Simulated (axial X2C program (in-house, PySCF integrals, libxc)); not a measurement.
**Potential curves of CaGa, two-component**

Calculated with an in-house all-electron X2C program for linear molecules (integrals from PySCF). Two-component (2c) means X2C with spin–orbit coupling and atomic mean-field two-electron Coulomb and Gaunt terms. Basis: Ga dyall-cv3z [9s9p7d4f1g], Ca dyall-cv3z [11s12p6d4f] (cores contracted in-house); Gaussian nuclei, density fitting, unrestricted open shells. Masses: Ga 68.926 u, Ca 39.963 u.

State: Ω = 1/2 (⟨Sz⟩ = -0.50, ⟨Lz⟩ = 1.00 at TPSSh). Energies in kJ/mol from the lowest point of each curve. Fits are polynomials in 1 − R0/R over 0.85 to 1.23 times the lowest point R0.

```
 R (Å)  TPSSh   PBE0
2.7040  21.45  23.77
2.8283   8.09   9.64
2.9215   2.68   3.69
3.0148   0.22   0.72
3.1080   0.00   0.00
3.2168   1.82   1.23
3.3256   5.21   4.01
3.4654  11.00   8.97
3.6364  19.14  16.03
```

Occupations by symmetry block were frozen at the best pattern of an incomplete PBE0 search. Density functionals use the spin component along the axis (collinear). Other states lie close and PBE0, whose exact exchange favours high spin, may order them wrongly; the determinant shown need not be the ground state. The nearest other 2c determinant of the search, Ω = 3/2, lies 0.05 eV up at the distance of the search. The functionals have no current-density term, which raises determinants with orbital currents, atoms included. The determinant is spin-polarised beyond a pure state at some levels (its spin-free form has ⟨S²⟩ too high), which makes Re and μ there less reliable.

(1) What are Re and ωe at the TPSSh level?

(2) Fit the PBE0 curve near its minimum: give the equilibrium distance and the harmonic wavenumber.

Results:

(1) At TPSSh, 2c: Re = 3.071 Å, ωe ≈ 155 cm⁻¹; Be follows as 0.0707 cm⁻¹.

(2) At PBE0, 2c: Re = 3.097 Å, ωe ≈ 148 cm⁻¹; Be follows as 0.0695 cm⁻¹.
